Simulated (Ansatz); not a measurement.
Reaction (redistribution): `[SiH3][SiH2]Cl` + `[OH][GeH]([F])[SH]` → `[OH][GeH]([SiH3])[SH]` + `F[SiH2]Cl`

Calculated with Ansatz (gas phase, PBE0-D4/def2-TZVP geometries, no zero-point term in ΔE). CCSD(T)/CBS adds triple-zeta CCSD(T) − MP2 to the extrapolated MP2 energy (def2 sets, frozen cores). This one scheme is used for every species. Functionals use def2-TZVPP. For Ge outer-core shells are correlated without core-valence functions, which leaves a few kJ/mol of doubt a bond. Scalar relativity is left out up to krypton. One conformer a species, not always the lowest.

| species | B2PLYP energy (Eh) |
| --- | --- |
| `[SiH3][SiH2]Cl` | -1041.88251 |
| `[OH][GeH]([F])[SH]` | -2651.66307 |
| `[OH][GeH]([SiH3])[SH]` | -2842.95998 |
| `F[SiH2]Cl` | -850.61786 |

(1) Work out ΔE.

Largest T1 diagnostic among the species: 0.012.

## Answers

(1) ΔE = (-2842.95998) + (-850.61786) − (-1041.88251) − (-2651.66307) = -0.03226 Eh = -84.7 kJ/mol. CCSD(T)/CBS gives -87.8 kJ/mol.

From PBE to PBE0 (25 % exact exchange), in def2-TZVPP and without D4, ΔE moves by −3.1 kJ/mol.
